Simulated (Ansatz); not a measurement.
Steps of a relaxation of F$_{4}$MoS (`[F][Mo]([F])([F])([F])=[S]`) with RKS PBE-D4/def2-SVP.

```sh
$ ansatz run in.yaml --threads 4 --pin off --events-out ev --progress --plain --max-ram 10444MiB
```

```yaml
crystal:
  periodic: [false, false, false]
  atoms:
    - {symbol: F, position_ang: [-0.944700, 0.645900, -1.348800]}
    - {symbol: Mo, position_ang: [-0.241600, -0.907900, -0.660900]}
    - {symbol: F, position_ang: [-1.332200, -0.520300, 0.964100]}
    - {symbol: F, position_ang: [1.094400, -0.747100, 0.937600]}
    - {symbol: F, position_ang: [1.362800, 0.216800, -0.678000]}
    - {symbol: S, position_ang: [0.103400, 1.248600, 0.739900]}
basis:
  gaussian: {orbitals: def2-SVP}
hamiltonian: {xc: pbe, dispersion: d4}
relax: {f_tol: 0.03, max_steps: 200}
```

Positions (Å) and forces (eV/Å) along the path, 10 of 10 steps:

```xyz
6
step=1 energy=-23528.2933 eV
F    -0.945    0.646   -1.349   -1.551   -0.491   -2.572
Mo   -0.242   -0.908   -0.661    2.275    6.017    6.300
F    -1.332   -0.520    0.964   -0.979   -2.376   -1.139
F     1.094   -0.747    0.938   -0.742   -4.540    2.505
F     1.363    0.217   -0.678    1.570    0.215   -5.701
S     0.103    1.249    0.740   -0.572    1.176    0.607
6
step=2 energy=-23531.1677 eV
F    -0.999    0.641   -1.438   -0.448   -1.135   -0.934
Mo   -0.197   -0.769   -0.532    1.931    3.722    4.223
F    -1.390   -0.580    0.973   -0.194   -1.740   -1.382
F     1.100   -0.845    0.998   -1.172   -2.619   -0.277
F     1.424    0.234   -0.791    0.255   -0.909   -2.855
S     0.105    1.255    0.744   -0.371    2.681    1.224
6
step=3 energy=-23532.9964 eV
F    -1.005    0.585   -1.456   -1.136   -0.999   -2.226
Mo   -0.131   -0.645   -0.394    1.102    5.886    2.728
F    -1.393   -0.639    0.924   -1.994   -2.335    0.076
F     1.043   -0.936    0.976    1.209   -3.510    1.485
F     1.428    0.210   -0.884    1.239   -1.102   -3.001
S     0.099    1.361    0.787   -0.421    2.061    0.937
6
step=4 energy=-23535.7092 eV
F    -1.033    0.553   -1.518   -0.560   -1.458   -1.242
Mo   -0.088   -0.495   -0.277   -0.402    7.912    1.466
F    -1.433   -0.709    0.912   -2.346   -2.268    0.483
F     1.047   -1.033    0.984    2.045   -3.443    1.913
F     1.460    0.178   -0.970    1.797   -1.020   -2.610
S     0.089    1.442    0.823   -0.534    0.277   -0.012
6
step=5 energy=-23537.7887 eV
F    -1.056    0.530   -1.565    0.069   -1.571   -0.128
Mo   -0.063   -0.329   -0.177   -0.338    4.789    0.277
F    -1.484   -0.769    0.913   -1.104   -1.609   -0.292
F     1.068   -1.118    1.003    0.904   -2.191    0.681
F     1.506    0.154   -1.047    0.598   -1.086   -1.478
S     0.072    1.468    0.826   -0.129    1.668    0.940
6
step=6 energy=-23538.9666 eV
F    -1.057    0.448   -1.572    0.084   -0.823    0.179
Mo   -0.048   -0.147   -0.105    0.424   -0.973    0.058
F    -1.516   -0.846    0.866    0.434   -0.251   -0.962
F     1.071   -1.203    0.994   -0.580   -0.145   -0.594
F     1.519    0.096   -1.118   -0.496   -0.573   -0.296
S     0.073    1.589    0.890    0.134    2.766    1.615
6
step=7 energy=-23539.3151 eV
F    -1.031    0.416   -1.495    0.384   -0.659    0.441
Mo    0.043   -0.060   -0.018   -0.985   -1.359   -1.373
F    -1.468   -0.847    0.779    0.462   -0.056   -0.560
F     1.051   -1.293    0.949   -0.108    0.270    0.044
F     1.498   -0.017   -1.197   -0.362    0.091    0.275
S    -0.052    1.737    0.935    0.610    1.712    1.172
6
step=8 energy=-23539.5358 eV
F    -1.048    0.304   -1.505   -0.035    0.030   -0.032
Mo    0.006   -0.032   -0.020   -0.001    0.091    0.046
F    -1.471   -0.910    0.672   -0.051   -0.012    0.028
F     1.018   -1.222    0.976    0.033   -0.009    0.056
F     1.442    0.003   -1.190    0.046    0.028   -0.029
S     0.094    1.793    1.022    0.007   -0.127   -0.069
6
step=9 energy=-23539.5367 eV
F    -1.052    0.311   -1.506    0.000   -0.009   -0.011
Mo    0.006   -0.039   -0.024    0.010    0.055    0.034
F    -1.476   -0.910    0.673    0.002   -0.014   -0.005
F     1.021   -1.216    0.987   -0.001   -0.012   -0.014
F     1.445    0.010   -1.193   -0.005   -0.019   -0.002
S     0.099    1.781    1.016   -0.005   -0.002   -0.003
6
step=10 energy=-23539.5369 eV
F    -1.051    0.310   -1.506   -0.001    0.000   -0.001
Mo    0.006   -0.036   -0.022    0.000    0.003    0.002
F    -1.474   -0.911    0.672    0.000   -0.001   -0.001
F     1.020   -1.217    0.984    0.001    0.000    0.001
F     1.444    0.007   -1.192    0.000   -0.001    0.000
S     0.098    1.784    1.017    0.000   -0.001   -0.001
```

It took 17 s on 4 threads of an Arm Neoverse V2 on a shared host, with 0.22 GiB of host memory at the peak.
